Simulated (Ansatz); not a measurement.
Input file for Ansatz (a first-principles code): U-CCSD(T)/cc-pVTZ on BBr2H (SMILES BrBBr), a point of a bond scan (R = 1.521 Å). The run froze 29 orbitals, filled d shells among them.

Ansatz 0.2 input:
```yaml
crystal:
  periodic: [false, false, false]
  atoms:
    - {symbol: B, position_ang: [-0.62320330, -0.38098068, -0.41274424]}
    - {symbol: H, position_ang: [-1.49972863, -0.91682382, -0.99326231]}
    - {symbol: Br, position_ang: [-0.38729507, 1.10582241, -0.63266748]}
    - {symbol: Br, position_ang: [0.46019644, -1.39690240, 0.77499068]}
basis:
  gaussian:
    orbitals: cc-pVTZ
correlation: {method: ccsd_t, electrons: outside_noble_gas}
scf: {omitted_lower_state_checks: [cluster_reference]}
magnetization: {spin_polarized: true, initial_magnetization: 0}
```

The log:

```
WARN ansatz: RAYON_NUM_THREADS=2 ignored (pool sized by the plan → 2); use --threads N
Functional definition: HF
these checks for a lower state are left out or cut short: cluster_reference
integrals: 0.38 GiB planned
818 factors; integrals over basis functions are off by at most 1.4e-3 eV
mean field: 0.67 GiB planned
mean field evaluation 1: about -140686.5331 eV, gradient 8.8e0 eV
mean field evaluation 2: about -140686.5369 eV, gradient 8.8e0 eV
mean field evaluation 4: about -140687.1683 eV, gradient 1.4e0 eV
mean field evaluation 8: about -140687.1831 eV, gradient 1.6e-3 eV
mean field -140687.18308997 eV, -5170.1586173588 hartree, gradient 6.2e-6 eV, S^2 0.000000; 0 other end points of the search recorded, 0 dependent functions left out
29 core orbitals not correlated
reference -140687.18308997 eV, -5170.1586173588 hartree; 9, 9 occupied and 92, 92 virtual orbitals, 818 factors
second order -11.59941155 eV of doubles, -0.00000000 eV of singles
coupled cluster: 0.65 GiB planned
cycle   1  -12.15248919 eV  change   -5.5e-1 eV  update   7.4e-2
cycle   2  -12.41526295 eV  change   -2.6e-1 eV  update   2.0e-2
cycle   3  -12.46739197 eV  change   -5.2e-2 eV  update   1.0e-2
cycle   4  -12.46307615 eV  change    4.3e-3 eV  update   3.0e-3
cycle   5  -12.46205613 eV  change    1.0e-3 eV  update   1.2e-3
cycle   6  -12.46198955 eV  change    6.7e-5 eV  update   3.5e-4
cycle   7  -12.46199969 eV  change   -1.0e-5 eV  update   1.3e-4
cycle   8  -12.46204018 eV  change   -4.0e-5 eV  update   4.8e-5
cycle   9  -12.46203506 eV  change    5.1e-6 eV  update   1.8e-5
perturbative correction -0.52720163 eV, -0.0193743027 hartree
Total energy: -140700.17232667 eV, -5170.6359630028 hartree
Checks for a lower state left out: cluster_reference
```

The run converged.

Cost: about 15 core-seconds (a rough figure).
